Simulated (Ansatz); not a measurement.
```yaml
atoms:
  - { symbol: Cl, position_ang: [0.0000, 0.0000, -2.0970] }
  - { symbol: Zn, position_ang: [0.0000, 0.0000, 0.0000] }
  - { symbol: Cl, position_ang: [0.0000, 0.0000, 2.0970] }
```

Basis set: def2-TZVP (spherical functions). Correlated methods keep 15 orbitals frozen. Charge 0, multiplicity 1.

Computed with Ansatz (development build ahead of 0.2.0); each method stands on the lowest determinant of its kind that the runs found. Restricted open shells among the atoms or ions are ROHF, correlated in semicanonical orbitals with singles.

Task: Give the atomization energy at this shape (free ground-state atoms in the same class of orbitals less the molecule, no zero-point energy) of singlet ZnCl2 by RHF-MP2, RHF.

Result:

```json
{"method": "RHF-MP2", "atomization energy": "664.8 kJ/mol"}
{"method": "RHF", "atomization energy": "534.3 kJ/mol"}
```
